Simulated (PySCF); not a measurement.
This PySCF input asks for the NMR shieldings of `B[Si@](O)(C#CC)C(=C)C`, C$_{6}$H$_{11}$BOSi; the geometry comes from GFN2-xTB.

```python
import basis_set_exchange as bse
import numpy as np
from pyscf import gto, dft
from pyscf.prop import nmr

atoms = """
B     0.025904    2.551087   -1.105919
Si   -0.019098    1.169495    0.271397
O     0.161679    1.901843    1.734209
C     1.306361   -0.137054    0.103627
C     2.158240   -0.979794   -0.025730
C     3.179002   -1.995853   -0.170017
C    -1.617713    0.115007    0.278651
C    -2.498161    0.159431    1.268297
C    -1.837333   -0.763953   -0.914748
H     0.082519    3.688269   -0.848070
H    -0.011706    2.263097   -2.238828
H     0.146164    1.394173    2.541622
H     3.968517   -1.640712   -0.832367
H     2.745171   -2.903440   -0.589979
H     3.612953   -2.229339    0.802172
H    -3.402381   -0.433381    1.269929
H    -2.358625    0.796438    2.126618
H    -0.982847   -1.424865   -1.049840
H    -2.739333   -1.364648   -0.810009
H    -1.924463   -0.155122   -1.814049
"""
names = dict.fromkeys(["B", "Si", "O", "C", "H"], "pcSseg-1")
basis = {el: gto.basis.parse(bse.get_basis(n, elements=[el], fmt="nwchem")) for el, n in names.items()}
mol = gto.M(atom=atoms, basis=basis, charge=0, verbose=0)
mf = dft.RKS(mol, xc="PBE0")
mf.grids.level = 2
mf.grids.alignment = dft.numint.BLKSIZE   # the property module wants whole blocks of grid points
mf.conv_tol = 1e-9
mf.kernel()

calc = nmr.RKS(mf)   # GIAO
C = mf.mo_coeff
Co = C[:, mf.mo_occ > 0]
resp = mf.gen_response(singlet=True, hermi=2)
def vind(x):   # induced exchange potential for any number of trial vectors
    d = np.einsum("pi,xij,qj->xpq", C, 2 * x.reshape(-1, C.shape[1], Co.shape[1]), Co, optimize=True)
    return np.einsum("xpq,pi,qj->xij", resp(d - d.transpose(0, 2, 1)), C, Co, optimize=True).ravel()
mo1, _ = nmr.rhf.solve_mo1(calc, with_cphf=vind)
sigma = calc.kernel(mo1)
for i, s in enumerate(sigma):   # ppm
    w = np.linalg.eigvalsh((s + s.T) / 2)
    print("%2d %-2s iso %8.1f  s11 %8.1f  s22 %8.1f  s33 %8.1f" % (i, mol.atom_pure_symbol(i), w.mean(), *w))
```

Question: Give the expected output.

Answer: 
```
 0 B  iso    -13.1  s11   -122.1  s22    -61.9  s33    144.8
 1 Si iso    381.9  s11    305.4  s22    381.4  s33    459.0
 2 O  iso    304.7  s11    284.0  s22    300.2  s33    329.8
 3 C  iso     99.0  s11      6.8  s22     19.6  s33    270.7
 4 C  iso     74.6  s11    -17.9  s22    -12.8  s33    254.4
 5 C  iso    180.9  s11    172.5  s22    173.3  s33    197.0
 6 C  iso     30.8  s11    -77.4  s22      7.5  s33    162.3
 7 C  iso     55.4  s11    -59.2  s22     72.5  s33    153.1
 8 C  iso    160.2  s11    147.0  s22    148.9  s33    184.7
 9 H  iso     21.4  s11      9.0  s22     27.1  s33     28.2
10 H  iso     21.7  s11      8.6  s22     27.8  s33     28.7
11 H  iso     30.2  s11     23.1  s22     25.3  s33     42.1
12 H  iso     29.6  s11     24.6  s22     27.8  s33     36.5
13 H  iso     29.6  s11     24.5  s22     28.4  s33     36.1
14 H  iso     29.6  s11     24.6  s22     27.9  s33     36.4
15 H  iso     25.7  s11     22.5  s22     25.2  s33     29.3
16 H  iso     26.2  s11     23.5  s22     24.3  s33     30.9
17 H  iso     29.1  s11     24.4  s22     29.4  s33     33.4
18 H  iso     29.8  s11     26.3  s22     28.4  s33     34.9
19 H  iso     29.8  s11     26.0  s22     28.0  s33     35.4
```

These numbers come from an equivalent density-fitted implementation of the same equations, which agrees with the script to about 0.01 ppm for H and up to a few tenths of a ppm for heavy atoms, so last digits may differ.

Size and cost of the density-fitted run: 215 basis functions, 39 s wall time on 1 thread of an Arm Neoverse V2, shared host; peak memory 0.97 GiB.
